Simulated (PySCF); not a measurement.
Question: Write Cartesian coordinates for `[CH3][Ru-]([CH3])([CH3])([CH3])#[N]` ([RuNMe4]-) as optimised with PBE0-D3(BJ)/def2-SVP. (Charge -1 and singlet state.)

Answer: 
```xyz
18
C4H12NRu angstrom
Ru     0.0021   -0.0015    0.6776
N      0.0169   -0.0099    2.2661
C      1.9837   -0.0194   -0.0707
H      2.5763    0.8428    0.2810
H      1.9209    0.0574   -1.1723
H      2.5290   -0.9501    0.1627
C      0.0191    1.9883   -0.0431
H     -0.0224    1.9372   -1.1476
H      0.9378    2.5393    0.2228
H     -0.8576    2.5719    0.2868
C     -1.9930    0.0217   -0.0290
H     -2.5353    0.9500    0.2208
H     -2.5769   -0.8427    0.3306
H     -1.9559   -0.0498   -1.1324
C     -0.0256   -1.9842   -0.0645
H     -0.9511   -2.5321    0.1830
H      0.8419   -2.5765    0.2737
H      0.0339   -1.9256   -1.1677
```

Orientation and origin are arbitrary. Atoms count from 1 in this order. Of the pairs four or more bonds apart, H10···H12 is among the closest relative to their van der Waals radii: 2.33 Å, 97 % of the sum of Bondi's values. All 4 C–Ru bonds measure 2.116 to 2.118 Å. Ru1 (ruthenium bonded to 4 C and N) has τ5 = (β − α)/60° = 0.00 from the two widest angles, 139.8° and 139.6° (0 for a square pyramid, 1 for a trigonal bipyramid).

Bonds between heavy atoms (Å): Ru1–N2 1.589, Ru1–C3 2.118, Ru1–C7 2.116, Ru1–C11 2.117, Ru1–C15 2.117.

Computed, not measured: PySCF 2.14.0, PBE0-D3(BJ)/def2-SVP geometry optimisation, gas phase, def2 core potentials past Kr.

Point group: near C4v, missed by 0.16 Å at most; the miss may be what the optimiser left on a soft mode (C4 holds within 0.08 Å). No PBE0-D3(BJ)/def2-SVP frequencies stand behind this structure, so it isn't proved a minimum. The geometry's basis has no diffuse functions, a weakness for an anion.
